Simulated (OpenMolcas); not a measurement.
Si2H2OF2 (SMILES F[Si]1(F)O[SiH2]1): methods side by side

Si2H2OF2 has 7 atoms, charge 0, and is taken as a singlet. As SMILES, `F[Si]1(F)O[SiH2]1`. The shape is that of a PBE0-D4/def2-TZVP optimisation.

Quantity: the vertical ionisation energy (to the doublet cation), in eV. The values are calculated.

| level | kind | program | value (eV) | less CCSD(T)/def2-SVP | CPU time (all runs) |
| --- | --- | --- | --- | --- | --- |
| SVWN5/def2-SVP | LDA | OpenMolcas | 9.89 | +0.08 | 71 s |
| BLYP/def2-SVP | GGA | OpenMolcas | 9.53 | -0.28 | 90 s |
| M06-L/def2-SVP | meta-GGA | OpenMolcas | 9.91 | +0.10 | 1.8 min |
| TPSS/def2-SVP | meta-GGA | OpenMolcas | 9.73 | -0.08 | 2.3 min |
| B3LYP/def2-SVP | global hybrid | OpenMolcas | 9.92 | +0.11 | 74 s |
| BHLYP/def2-SVP | global hybrid | OpenMolcas | 10.01 | +0.20 | 71 s |
| PBE0/def2-SVP | global hybrid | OpenMolcas | 9.93 | +0.12 | 77 s |
| CCSD(T)/def2-SVP, open shells restricted | coupled cluster or CI | OpenMolcas | 9.81 | 0.00 | 3.9 min |

Differences are taken from CCSD(T)/def2-SVP, open shells restricted for orientation; it has basis-set and higher-order errors of its own. The values span 9.53 to 10.01 eV. Times are those of the runs behind each value, whatever else they computed, on shared processors of several kinds: orders of magnitude only.
